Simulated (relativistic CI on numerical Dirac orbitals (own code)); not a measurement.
Computed by Dirac-Coulomb-Breit CI, orbitals from a KLI potential per configuration, model QED, unscaled Slater integrals (own radial code, finite nucleus).

The strongest absorption lines from the ground level of an ion, among the configurations computed and to levels below about 10800 eV (vacuum wavelength in nm, gf): 0.13540 (0.67), 0.16091 (1.3), 0.16093 (1.5), 0.16112 (0.92), 0.16174 (1.7), 0.17692 (1.9), 0.17761 (2.1), 0.17767 (2.5).

(1) Which ion is it?
A. Tb⁵⁸⁺
B. Tb⁵⁶⁺
C. Cs⁴⁶⁺
D. Yb⁶¹⁺

Answers

(1) B. Tb⁵⁶⁺ has 9 electrons and the ground level 2s²2p⁵ ²P°3/2; the strongest line goes to 2s²2p⁴3d ²D5/2. The pattern of lines fixes the number of electrons, and along that sequence the line energies rise steadily with the charge (about as its square where n changes within one kind of shell, about linearly where n is kept but much faster in heavy ions where fine structure, which grows about as Z⁴, sets the gap, and irregularly where shells cross), which fixes Z. Configurations outside the model, such as inner-shell arrays, can give stronger lines. At this charge energies of transitions that change n are usually good to better than 1 %, and those within a shell (Δn = 0) to a few per cent.

LS names give the leading component of a level, which can be under half, so a name can repeat, a term be missing and a line seem to break the LS rules.
